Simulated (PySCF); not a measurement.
Start geometry of `[NH3+][B@H-](Cl)CC` from a GFN2-xTB structure with every atom displaced at random (by about 0.01 Å) (Å):
```
atom  x, y, z in Å
C1    -1.5560    0.4893    0.3804
C2    -0.7782   -0.2909   -0.6542
B3     0.6091   -0.8617   -0.0922
N4     1.5975    0.4252    0.3274
Cl5    1.6539   -1.6257   -1.4379
H6    -2.5613    0.7806   -0.0187
H7    -1.7089   -0.0712    1.2831
H8    -1.0573    1.4498    0.6383
H9    -1.3955   -1.1145   -0.9653
H10   -0.6187    0.3368   -1.5253
H11    0.5594   -1.5830    0.8633
H12    1.1703    0.9293    1.1232
H13    2.4660    0.0896    0.5476
H14    1.6126    1.0313   -0.4774
```

What comes out of this run: PBE0-D3(BJ)/def2-SVP geometry optimisation, gas phase in PySCF 2.14.0?

```
atom  x, y, z in Å
C1    -1.5355    0.5772    0.5193
C2    -0.8565   -0.2496   -0.5695
B3     0.5556   -0.8781   -0.1483
N4     1.6007    0.3456    0.1303
Cl5    1.3919   -1.8096   -1.5350
H6    -2.5160    0.9715    0.2073
H7    -1.6967   -0.0195    1.4318
H8    -0.9372    1.4591    0.8177
H9    -1.5134   -1.0900   -0.8513
H10   -0.7523    0.3505   -1.4944
H11    0.5524   -1.5291    0.8869
H12    1.2819    0.9383    0.8992
H13    2.5225   -0.0297    0.3588
H14    1.6968    0.9204   -0.7101
```

The energy falls by 0.223 eV over 6 energy and gradient evaluations, the largest force component goes from 0.0846 to 4.2e-04 Eh/bohr, and the atoms move by 0.077 Å rms after alignment. The bond that changes most is N4–H13 (ends: nitrogen bonded to B and 3 H; N–H hydrogen), which lengthens by 0.064 Å. Bonds longer at the end by more than 0.005 Å: 7 of 13; shorter: 4. Among the angles that change most is H13–N4–H14, from 112.4° to 107.8°. Rotational constants go from 6305, 2142, 1719 to 6328, 2102, 1694 MHz. The orientation of the end geometry is arbitrary; only internal coordinates are fixed.

The run used 119 basis functions and 37 SCF cycles in all. Time: 29 s; peak memory 0.53 GiB. Hardware: one thread, Arm Neoverse V1 (aarch64), shared host with 32 logical CPUs at a one-minute load of 11.

No PBE0-D3(BJ)/def2-SVP frequencies stand behind this structure, so it isn't proved a minimum. One conformer, not necessarily the lowest.
